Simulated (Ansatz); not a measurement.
Reaction (ligand exchange at a Cd–F bond): `[F][Cd][F]` + CH₃OH → `C[O][Cd][F]` + H–F

Calculated with Ansatz (gas phase, PBE0-D4/def2-TZVP geometries, no zero-point term in ΔE). CBS: MP2 limit from def2 TZ/QZ plus the TZ coupled-cluster correction, frozen cores. This one scheme is used for every species. DFT in def2-TZVPP. B3LYP here is the variant with VWN-RPA as its local correlation; programs differ in this. HSE06 is defined as in plane-wave codes. def2 core potentials past Kr. For Cd outer-core shells are correlated without core-valence functions, which leaves a few kJ/mol of doubt a bond. One conformer a species, not always the lowest.

| level | ΔE (kcal/mol) | difference from CCSD(T)/CBS |
| --- | --- | --- |
| revPBE-D4 | 7.1 | -0.4 |
| r2SCAN-D4 | 8.2 | 0.7 |
| B3LYP-D4 | 8.1 | 0.6 |
| r2SCANh-D4 | 8.3 | 0.8 |
| HSE06-D4 | 7.8 | 0.3 |
| ωB97M-V | 9.0 | 1.5 |
| LC-ωPBE | 10.3 | 2.8 |
| HF/def2-SVP | 13.0 | 5.5 |
| CCSD(T)/def2-SVP | 7.6 | 0.1 |
| CCSD/def2-TZVPP | 7.4 | -0.1 |
| CCSD(T)/CBS | 7.5 | 0 |

Largest T1 diagnostic among the species: 0.018.

In def2-TZVPP, CCSD(T) changes the Hartree–Fock value by −6.3 kcal/mol (the triples alone add −1.0 kcal/mol) and MP2 by −7.9 kcal/mol. The D4 term adds −1.2 kcal/mol with B3LYP and −0.7 kcal/mol with PBE0; it sums over pairs of atoms, weighted by their polarisabilities, and B3LYP, whose exchange is more repulsive, gets the larger term. Leaving LDA and LC-ωPBE aside and taking each functional with its dispersion term where it has one, the values, not all of them listed here, spread over 2.4 kcal/mol, from revPBE-D4 to ωB97X-V. LDA lies −2.5 kcal/mol from PBE without D4.
